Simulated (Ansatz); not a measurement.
Reaction (formal exchange of groups at the Si–Sn bond): `[CH3][SnH]([F])[SiH2]F` + `C=COC(C)=O` → `CC(=O)O[SiH2]F` + `C=[CH][SnH]([CH3])[F]`

Program: Ansatz. Geometries: PBE0-D4/def2-TZVP. ΔE: electronic, gas phase. CBS: MP2 limit from def2 TZ/QZ plus the TZ coupled-cluster correction, frozen cores. Functionals use def2-TZVPP. Elements past krypton have def2 core potentials. For Sn outer-core shells are correlated without core-valence functions, which leaves a few kJ/mol of doubt a bond. Each species was taken in one conformer, which may not be the lowest.

```
             level  ΔE (eV)
           ωB97X-V    -1.34
SCS-MP2/def2-TZVPP    -1.57
   CCSD/def2-TZVPP    -1.51
     HF/def2-QZVPP    -1.51
```

Q: What does CCSD(T)/CBS give? (An estimate is asked.)

A: The calculation gave: -1.49 eV. The listed levels differ from it by 0.15, -0.08, -0.02, -0.02 eV.

Largest T1 diagnostic among the species: 0.014.

From PBE to PBE0 (25 % exact exchange), in def2-TZVPP and without D4, ΔE moves by −0.12 eV. The D4 term adds −0.04 eV with B3LYP and −0.02 eV with PBE0; it sums over pairs of atoms, weighted by their polarisabilities, and B3LYP, whose exchange is more repulsive, gets the larger term.

B3LYP here is the variant with VWN-RPA as its local correlation; programs differ in this.
